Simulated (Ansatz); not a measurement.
## Redistribution: C4H9BrSi + SiH2(CH3)(NH2) → C4H11NSi + SiH2(CH3)Br

Species: C4H9BrSi `C=C[SiH](Br)CC`, singlet; SiH2(CH3)(NH2), singlet; C4H11NSi `C=C[SiH](N)CC`, singlet; SiH2(CH3)Br, singlet. The partners trade Br for NH2; both sit on Si, so the bond types are kept.

Shapes, held fixed at every level: PBE0-D4/def2-TZVP. Flexible molecules stand in one conformer, not always the lowest. Programs: Ansatz 0.2.0. Electronic energies: no zero-point or thermal term.

| level | kind | ΔE (kJ/mol) |
| --- | --- | --- |
| SPW92/def2-TZVPP | LDA | -0.1 |
| PBE-D4/def2-TZVPP | GGA | +0.5 |
| B3LYP-D4/def2-TZVPP | global hybrid | +0.6 |
| BHLYP-D4/def2-TZVPP | global hybrid | +0.3 |
| MP2/def2-SVP | perturbation theory | +0.1 |
| CCSD/def2-SVP | coupled cluster or CI | -1.7 |
| MP2/def2-TZVPP | perturbation theory | +2.5 |

MP2/def2-TZVPP gives ΔE = +2.5 kJ/mol; the levels span -1.7 to +2.5. That is about zero within the method's error. They disagree on the sign: 5 of 7 are positive. The median of the levels is +0.3. No measured value is set beside it here. Relativity is left out for Br. Outer-core shells of Br are correlated, in sets that cover them unevenly.
